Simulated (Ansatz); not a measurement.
`CCN(C)[SiH3]` → `CN(C)[SiH3]` + `[CH2]` (triplet)  (formal loss of a carbene)

Isolated molecules relaxed with PBE0-D4/def2-TZVP in Ansatz; ΔE leaves out vibrations. CCSD(T)/CBS adds triple-zeta CCSD(T) − MP2 to the extrapolated MP2 energy (def2 sets, frozen cores). This one scheme is used for every species. DFT in def2-TZVPP. B3LYP here is the variant with VWN-RPA as its local correlation; programs differ in this. HSE06 is defined as in plane-wave codes. Triplets are unrestricted, without spin–orbit coupling. One conformer a species, not always the lowest.

```
             level  ΔE (eV)  difference from CCSD(T)/CBS
            PBE-D4     4.62                         0.05
           BLYP-D4     4.48                        -0.09
            B97M-V     4.56                        -0.01
           ωB97X-V     4.67                         0.10
             B3LYP     4.35                        -0.22
             HSE06     4.47                        -0.10
       HF/def2-SVP     3.09                        -1.48
      MP2/def2-SVP     4.51                        -0.06
     HF/def2-TZVPP     3.01                        -1.56
    MP2/def2-TZVPP     4.59                         0.02
SCS-MP2/def2-TZVPP     4.58                         0.01
   CCSD/def2-TZVPP     4.34                        -0.23
     HF/def2-QZVPP     3.01                        -1.56
      HF/CBS(def2)     3.01                        -1.56
     MP2/CBS(def2)     4.70                         0.13
    CCSD/CBS(def2)     4.45                        -0.12
       CCSD(T)/CBS     4.57                            0
```

Task: What do rigid-rotor, harmonic-oscillator terms from PBE0-D4/def2-TZVP frequencies (298.15 K, 1 bar) make of the CCSD(T)/CBS value? (Best estimate.)

Result: The calculation gave: ΔZPE = -0.31 eV, ΔH = +4.33 eV, ΔS = 164 J/(mol·K), ΔG = +3.83 eV. Open shells count their whole term as degenerate.

Largest T1 diagnostic among the species: 0.011.

The D4 term adds +0.13 eV with B3LYP and +0.07 eV with PBE0; it sums over pairs of atoms, weighted by their polarisabilities, and B3LYP, whose exchange is more repulsive, gets the larger term. In def2-TZVPP, CCSD(T) changes the Hartree–Fock value by +1.45 eV (the triples alone add +0.12 eV) and MP2 by +1.58 eV.

CCSD(T)/CBS has its own doubt, a few kJ/mol and more with outer-core shells, so smaller differences from it don't rank the levels.
